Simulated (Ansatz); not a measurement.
Cost and result for the atomization energy of CH$_{5}$O$_{2}$Sn, SMILES `C[O][SnH][OH]` radical (9 atoms, 8 bonds).

```xyz
9

C    -0.280    1.490    0.073
O    -0.602    0.470   -0.841
Sn   -0.549   -1.432   -0.358
O     1.093   -1.468    0.748
H     0.534    1.209    0.750
H     0.037    2.368   -0.499
H    -1.151    1.778    0.674
H    -0.239   -2.200   -1.894
H     1.157   -2.216    1.347
```

The species carries charge 0 and has multiplicity 2. Correlated methods include outer-core shells of Sn, which these sets cover unevenly. Sn takes the def2 core potential. The structure was optimised at the PBE0-D4/def2-TZVP level. It is one conformer, not always the lowest. Program: Ansatz. Hardware: A = 2 threads of an AMD EPYC 7R13 on a shared host; B = 2 threads of an AMD EPYC 7R13 on a shared host and a share of an NVIDIA H100 80 GB. Times are those of one run each, without the atoms' runs, and a repeat can differ threefold. Electronic energies, without spin–orbit coupling; frozen cores. CCSD(T)/CBS adds CCSD(T) − MP2 in def2-TZVPP to the MP2 limit, and its time is that of the two runs behind it. T1 = 0.019; ⟨S²⟩ of the reference is 0.76. With those shells the extrapolation isn't a true limit. B3LYP takes the VWN-RPA correlation (the form of Gaussian; ORCA's B3LYP/G).

CCSD(T)/CBS is a level of theory with its own doubt, some kJ/mol a heavy atom from the limit and from the frozen cores, so smaller differences don't rank the functionals.

| level | functions | wall time |
| --- | --- | --- |
| PBE-D4/def2-TZVPP (with forces) [A] | 213 | 4 s |
| MP2/def2-QZVPP [B] | 403 | 4.8 s |
| PBE0-D4/def2-TZVPP [A] | 213 | 5.5 s |
| B3LYP-D4/def2-TZVPP (with forces) [A] | 213 | 6 s |
| r2SCAN-D4/def2-TZVPP (with forces) [A] | 213 | 7.5 s |
| CCSD(T)/def2-TZVPP [B] | 213 | 9.5 s |
| B2PLYP/def2-TZVPP [A] | 213 | 11 s |
| ωB97X-V/def2-TZVPP [A] | 213 | 14 s |
| CCSD(T)/CBS(def2) | – | 14 s |
| ωB97M-V/def2-TZVPP (with forces) [A] | 213 | 18 s |

**Question.** What atomization energy does each give, and how far from CCSD(T)/CBS? (Estimate.)

**Answer.** Ansatz gave: 
```tsv
level	atomization (kJ/mol)	difference from CCSD(T)/CBS	per bond
PBE-D4/def2-TZVPP (with forces) [A]	3045.3	51.7	6.5
MP2/def2-QZVPP [B]	2996.6	3.0	0.4
PBE0-D4/def2-TZVPP [A]	2949.8	-43.8	-5.5
B3LYP-D4/def2-TZVPP (with forces) [A]	2971.1	-22.5	-2.8
r2SCAN-D4/def2-TZVPP (with forces) [A]	2989.1	-4.5	-0.6
CCSD(T)/def2-TZVPP [B]	2895.0	-98.6	-12.3
B2PLYP/def2-TZVPP [A]	2936.9	-56.7	-7.1
ωB97X-V/def2-TZVPP [A]	2982.7	-10.9	-1.4
CCSD(T)/CBS(def2)	2993.6	0.0	0.0
ωB97M-V/def2-TZVPP (with forces) [A]	2973.4	-20.2	-2.5
```

The D4 term adds +25.9 kJ/mol with B3LYP and +13.5 kJ/mol with PBE0; it sums over pairs of atoms, weighted by their polarisabilities, and B3LYP, whose exchange is more repulsive, gets the larger term. From PBE to PBE0 (25 % exact exchange), in def2-TZVPP and without D4, the atomization energy moves by −93.0 kJ/mol: exact exchange takes away binding that semilocal exchange gives to molecules. In def2-TZVPP, CCSD(T) changes the Hartree–Fock value by +886.6 kJ/mol (the triples alone add +55.2 kJ/mol) and MP2 by +928.4 kJ/mol; breaking electron pairs costs correlation energy, which Hartree–Fock lacks.

Spin–orbit coupling would lower the free Sn atoms strongly, and the atomization energy with them, by more than many differences here. For some Ge, Se and Sn compounds the MP2-based and the directly extrapolated limit differ by 10 to 25 kJ/mol.
